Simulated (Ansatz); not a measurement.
C$_{2}$H$_{5}$NOSi, relaxed with RKS PBE-D4/def2-SVP in Ansatz 0.2.0 from a rough embedded geometry. The force threshold is 0.03 eV/Å; the program also tests the step.

Total charge 0; spin multiplicity 1. The bonds changed during the relaxation, so this is another structure than the one it started from.

Start:

```xyz
10

Si    1.522   -0.305   -0.467
N     0.106   -0.585    0.260
C    -0.956    0.158    0.389
C    -1.930    1.088    0.415
O    -2.224   -0.083    0.935
H     1.954    1.110   -0.309
H     2.521   -1.241    0.035
H     1.313   -0.556   -1.971
H    -0.050   -1.601    0.494
H    -2.256    2.014    0.219
```

Question: By how much does the energy fall, and how many steps does the optimiser take? (An estimate is asked.)

Answer: Ansatz gave: 234.19 kJ/mol, in 21 steps, 2 of them rejected.

Question: Which bonds change most? (Estimate.)

Answer: Ansatz gave: Si1–N2 from 1.616 to 1.785 Å; C3–O5 from 1.402 to 1.274 Å; C4–H10 from 1.001 to 1.114 Å; C3–C4 from 1.347 to 1.401 Å.

Question: Give the relaxed structure. (Estimate.)

Answer: The calculation gave: 
```xyz
10

Si    1.429   -0.248   -0.562
N    -0.035   -0.734    0.335
C    -1.153    0.022    0.409
C    -1.677    1.207   -0.124
O    -2.270   -0.266    0.949
H     1.552    1.239   -0.424
H     2.575   -0.960    0.094
H     1.352   -0.634   -2.012
H    -0.138   -1.675    0.733
H    -1.637    2.050    0.602
```
